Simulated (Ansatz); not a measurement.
Cost and result up the ladder for Li2Al3 (the lowest doublet isomer of a short search) (5 atoms). Charge 0, multiplicity 2. Geometry: B3LYP-D4/def2-TZVP.

```tsv
atom	x (Å)	y (Å)	z (Å)
Al1	0.481	1.330	0.177
Al2	0.406	-0.962	-0.751
Al3	1.541	-1.017	1.625
Li4	-0.905	1.057	-2.121
Li5	-1.523	-0.408	1.070
```

Ansatz on 2 threads of Arm Neoverse V1 on a shared host. Times are rough, and most runs start from the orbitals of an earlier one. B3LYP-D4/def2-TZVP serves as the yardstick here, not as an exact answer. Differences are given only for rows in sets of like size (and for xTB, whose basis is part of the method), since another set adds its own error. Binding counts from free atoms at the same level (Al doublet, Li doublet; other spins of the atoms weren't run), without zero-point energy or a counterpoise term.

B3LYP takes the VWN-RPA correlation. Correlated methods freeze 15 core orbitals; core or outer-core shells of Li are correlated, in sets that lack core-valence functions. The structure comes from a short search, and lower isomers may exist.

Run but left out: HF/def2-TZVP, r2SCAN-D4/def2-TZVP, r2SCAN-D4/def2-TZVPD, LC-ωPBE/def2-TZVP, B2PLYP/def2-TZVP, MP2/def2-TZVP, CCSD(T)/def2-TZVPD, CCSD(T)/def2-TZVPP (⟨S²⟩ 1.07 to 1.71, where a pure state has 0.75).

Correlated methods converge slowly with the basis.

```
             level  functions  wall time  binding energy per atom (eV)  difference from B3LYP-D4/def2-TZVP (eV)                        remarks
   PBE-D4/def2-SVP         72      3.3 s                          1.52                                        –                              –
  PBE0-D4/def2-SVP         72      3.5 s                          1.46                                        –  spin-contaminated (⟨S²⟩ 0.94)
  PBE-D4/def2-TZVP        139        6 s                          1.50                                     0.20                              –
 RPA@PBE/def2-TZVP        139        6 s                          1.18                                    -0.12                              –
 PBE0-D4/def2-TZVP        139        9 s                          1.44                                     0.14  spin-contaminated (⟨S²⟩ 0.94)
 PBE-D4/def2-TZVPD        163        9 s                          1.51                                     0.20                              –
B3LYP-D4/def2-TZVP        139      9.5 s                          1.31                                     0.00                              –
PBE0-D4/def2-TZVPD        163       18 s                          1.45                                     0.14  spin-contaminated (⟨S²⟩ 0.94)
 ωB97X-V/def2-TZVP        139       48 s                          1.32                                     0.01  spin-contaminated (⟨S²⟩ 0.85)
```
